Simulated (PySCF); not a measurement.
Molecule: `C1=CSC2=C1C=CN=C2`, C₇H₅NS.

Bonds (- single, = double, # triple, : aromatic): C1:C2, C2:C3, C3:C4, C4:C5, C5:S6, S6:C7, C7:C8, C8:N9, N9:C1, C7:C3. C1 carries H10; C2 carries H11; C4 carries H12; C5 carries H13; C8 carries H14.

Frames of a GFN2-xTB Langevin trajectory at 600 K; GIAO PBE0/pcSseg-1 shieldings in PySCF 2.14, gas phase, non-relativistic; equivalent atoms averaged within each frame.

Scale: 13C (186.93 ppm) and 1H (31.72 ppm) vs TMS; CS2 for 33S (503.73 ppm); NH3 for 15N (267.73 ppm) (reference shieldings calculated alike). The references are static minima.

**Question.** How do the shifts (ppm) fluctuate along the trajectory?

**Answer.** 
```tsv
time (fs)	C3	C1	C5	C8	C7	C4	C2	S6	N9	H10
optimised geometry	149.1	149.2	140.0	149.8	143.7	127.9	122.7	173	345.6	8.95
250	166.8	160.8	146.4	145.8	141.2	133.4	125.8	168	312.4	9.63
425	149.6	161.8	149.0	153.6	139.1	131.0	137.0	195	377.6	10.25
625	139.0	152.2	135.8	148.6	157.0	133.8	128.0	181	339.5	9.04
800	153.0	148.4	152.6	144.3	144.8	130.2	135.4	186	334.3	9.05
1000	143.5	148.9	137.6	152.3	150.2	126.1	126.0	159	341.2	8.87
mean of frames	150.4	154.4	144.3	148.9	146.5	130.9	130.5	178	341.0	9.37
standard deviation	10.6	6.5	7.3	4.0	7.2	3.1	5.4	14	23.5	0.57
```

5 frames give an uncertainty of the mean of about the standard deviation over 2.2 at best, since frames this close in time may not be independent; classical motion lacks zero-point vibration, and the reference would need the same averaging.
